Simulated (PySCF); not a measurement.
Structure elucidation problem

The spectra below were simulated for a compound C7H9NO.

1H NMR (400 MHz, computed): δ 7.18 (t, 1H), 6.33 (m, 1H), 6.21 (m, 1H), 4.93 (br, 1H), 4.54 (br, 1H), 2.39 (m, 2H), 2.22 (m, 2H).

13C{1H} NMR (computed): δ 168.3, 144.7, 136.9, 135.7, 129.7, 26.4, 25.3.

- shielding tensors at PBE0/pcSseg-1 (GIAO)
- structure optimised with GFN2-xTB
- program: PySCF 2.14
- in vacuum, non-relativistic, one averaged value for each set of equivalent atoms, single conformer

Chemical shifts δ = σref − σ; TMS for 1H (σref 31.72) and 13C (σref 186.93), all at this level.

Propose a structure and justify it.

Answers


1. The formula gives 4 degrees of unsaturation (1 ring in the answer).
2. 7 carbon signals for 7 carbons: no two carbons are equivalent.
3. Carbon types of the structure: 2 × C, 3 × CH, 2 × CH2, leaving 2 H on heteroatoms.
4. δC 168.3: amide carbonyl carbon; lone-pair donation from the attached heteroatom keeps it upfield of a ketone carbonyl.
5. δC 144.7: β carbon of a C=C–C=O unit; conjugation with the carbonyl draws π density from the β position.
6. δC 136.9: α carbon of a C=C–C=O unit; as expected for a trigonal carbon in a double bond.
7. δC 135.7, 129.7: alkene CH; as expected for a trigonal carbon in a double bond.
8. δC 26.4, 25.3: allylic sp3 CH2; a saturated carbon with 2 carbon neighbours and no heteroatom attached.
9. δH 7.18: hydrogen on a β carbon of a C=C–C=O unit; attached to an sp2 carbon and in the plane of the double bond.
10. δH 2.39, 2.22: hydrogen on an allylic sp3 CH2; allylic position.

The compound is SMILES NC(=O)C1=CCCC=C1.

The data come from this structure; uniqueness wasn't tested.

The OH or NH signal is concentration- and solvent-dependent in practice; the value given is the gas-phase one. The two substituents on the amide-type nitrogen aren't averaged: C–N rotation is slow on the NMR time scale. Shifts are as computed. Against solution values, carbons near 30 ppm lie about +3 ppm off and those near 130 ppm about +5 ppm. Of 1211 compounds with measured shifts, 218 miss one by over three times the rms of a fit or turn the order of signals round; such compounds aren't used in these exercises. Hydrogen bonding in solution deshields acid and N–H amide carbonyl carbons by as much as 10 ppm beyond these values. Multiplicities follow the n + 1 count of equivalent neighbours, as no J values were calculated; m marks all less simple cases, F and P coupling included.
